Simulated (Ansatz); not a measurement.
A structure relaxed at PBE0-D4/def2-TZVP, charge 0, multiplicity 1:

Cartesian coordinates in Å:
```
C -0.5898 0.3676 0.6634
C 0.3221 0.3558 -0.5546
Ge 1.5802 -1.1717 -0.7912
H -1.2777 1.2191 0.6508
H -0.0167 0.4339 1.5921
H -1.1854 -0.5463 0.7164
H 0.8788 1.2930 -0.6515
H -0.2790 0.2817 -1.4781
H 0.5675 -2.2331 -0.1473
```

Q: Give its formula and SMILES.

A: C2H6Ge, `C[CH2][GeH]`.

Q: Summarise the bond lengths by kind.

A: 1 × C–C 1.522 Å; 5 × C–H 1.092 to 1.104 Å; 1 × C–Ge 1.993 Å; 1 × Ge–H 1.602 Å.

Program: Ansatz 0.2.0.
